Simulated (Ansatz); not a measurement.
# Ligand exchange: BH2F + C2H4ClI → BH2I + C2H4ClF

Species: BH2F `BF`, singlet; C2H4ClI `CC(Cl)I`, singlet; BH2I `BI`, singlet; C2H4ClF (1-chloro-1-fluoroethane) `CC(F)Cl`, singlet. The partners trade F for I: B–F and C–I bonds give way to B–I and C–F.

Shapes, held fixed at every level: PBE0-D4/def2-TZVP. Programs: Ansatz 0.2.0. The zero-point and thermal change to 298 K, harmonic and unscaled (PBE0-D4/def2-TZVP), is -0.7 kJ/mol.

```
             level                   kind  ΔH(298 K) (kJ/mol)  less CCSD(T)/def2-TZVPP
     HF/def2-TZVPP           Hartree–Fock               +70.7                    -12.6
PBE0-D4/def2-TZVPP          global hybrid               +74.9                     -8.4
 B2PLYP/def2-TZVPP          double hybrid               +83.1                     -0.2
      MP2/def2-SVP    perturbation theory               +89.9                     +6.6
  CCSD(T)/def2-SVP  coupled cluster or CI               +79.3                     -4.0
     CCSD/def2-SVP  coupled cluster or CI               +78.0                     -5.3
CCSD(T)/def2-TZVPP  coupled cluster or CI               +83.3                      0.0
```

The highest level, CCSD(T)/def2-TZVPP, gives ΔH(298 K) = +83.3 kJ/mol; the levels span +70.7 to +89.9. The column of differences is taken from that level and isn't an error. No measured value is set beside it here. For atoms past krypton def2 sets carry core potentials with scalar relativity. Outer-core shells of I are correlated in most correlated rows, in sets that cover them unevenly.
